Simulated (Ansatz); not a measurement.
A run for Ansatz (an electronic-structure program): R-CAM-B3LYP/def2-TZVPPD on C2H3I (a complex). Elements past Kr take the def2 small-core potentials; no spin–orbit coupling. Files ending in .json are basis or fitting sets from the Basis Set Exchange.

Ansatz 0.2 input:
```yaml
crystal:
  periodic: [false, false, false]
  atoms:
    - {symbol: C, position_ang: [-0.33174177, 0.14491851, 0.27934740]}
    - {symbol: C, position_ang: [0.86025267, 0.23622170, 0.34974663]}
    - {symbol: H, position_ang: [-1.38993014, 0.06400416, 0.21552895]}
    - {symbol: H, position_ang: [1.91859748, 0.31735937, 0.41060676]}
    - {symbol: I, position_ang: [0.03497907, -0.07585997, 4.39688129]}
    - {symbol: H, position_ang: [0.12921082, 0.02757521, 2.78099127]}
basis:
  gaussian:
    orbitals: def2-TZVPPD.json
hamiltonian:
  xc: {name: CAM-B3LYP}
scf: {lower_state_search: off}
```

The log:

```
WARN ansatz: RAYON_NUM_THREADS=1 ignored (pool sized by the plan → 1); use --threads N
Functional definition: CAM-B3LYP
these checks for a lower state are left out or cut short: stability, starts, cluster_reference, orbital_swaps, neighbouring_geometries, increment
integrals: 0.09 GiB planned
968 factors; their error is unknown
integrals: 0.12 GiB planned
304 factors; integrals over basis functions are off by at most 1.8e-4 eV
mean field: 0.90 GiB planned
mean field evaluation 1: about -10218.1352 eV, gradient 3.6e1 eV
mean field evaluation 2: about -10219.3793 eV, gradient 2.7e1 eV
mean field evaluation 4: about -10221.1702 eV, gradient 4.5e-1 eV
mean field evaluation 8: about -10221.3477 eV, gradient 6.8e-1 eV
mean field evaluation 16: about -10221.3481 eV, gradient 4.5e-5 eV
mean field -10221.34811563 eV, -375.6276149708 hartree, gradient 4.3e-6 eV, S^2 0.000000; 0 other end points of the search recorded, 0 dependent functions left out
reference -10221.34823704 eV, -375.6276194325 hartree; 20, 20 occupied and 164, 164 virtual orbitals, 968 factors
Total energy: -10221.34823704 eV, -375.6276194325 hartree
Checks for a lower state left out: stability, starts, cluster_reference, orbital_swaps, neighbouring_geometries, increment
```

The run converged.

Cost: roughly 5 core-seconds.
